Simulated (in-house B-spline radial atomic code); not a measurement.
A run on Cd that did not converge. Method: scalar-relativistic (X2C) BLYP, spin-polarised, spherical fractional occupations, Fermi nucleus of rms radius 4.6087 fm; computed with an all-electron radial atomic-structure program (B-spline basis).

Command:
```bash
python run_scf.py task.json out
```
Settings (nuclear radius in fm, mass in u):
```
Z                48
configuration    [Ar] 3d10 4s2 4p5.5 4d10 4f0.5 5s2
hamiltonian      x2c
method           b88,lyp
spin_polarised   True
nucleus          fermi
rms_radius       4.6087
atomic_mass      113.90336
speed_of_light   137.035999084
```

First and last ten iterations of the last attempt (damped for 15 steps, keeping 80 % of the old Fock matrix, then DIIS):
```
 iter        energy (Eh)    residual
    1       -5591.450686    4.47e-01
    2       -5590.893872    2.29e-01
    3       -5592.224294    1.30e-01
    4       -5592.726590    7.47e-02
    5       -5592.894272    4.34e-02
    6       -5592.944966    2.55e-02
    7       -5592.959355    1.54e-02
    8       -5592.963347    9.50e-03
    9       -5592.964481    6.04e-03
   10       -5592.964832    4.05e-03
  111       -5592.965373    4.47e-05
  112       -5592.965372    3.49e-05
  113       -5592.965371    2.35e-05
  114       -5592.965375    6.91e-05
  115       -5592.965375    3.75e-05
  116       -5592.965369    3.39e-05
  117       -5592.965370    3.20e-05
  118       -5592.965372    4.12e-05
  119       -5592.965371    2.83e-05
  120       -5592.965371    2.79e-05
 not converged after 120 iterations
```

The smallest residual met was 1.0e-05; the threshold is about 5e-07. Over the last five steps the energy moves by less than 7e-06 hartree, but the orbitals didn't meet the threshold. Time taken, with all properties: 2.5 s on 1 thread of Arm Neoverse V2 (shared host).
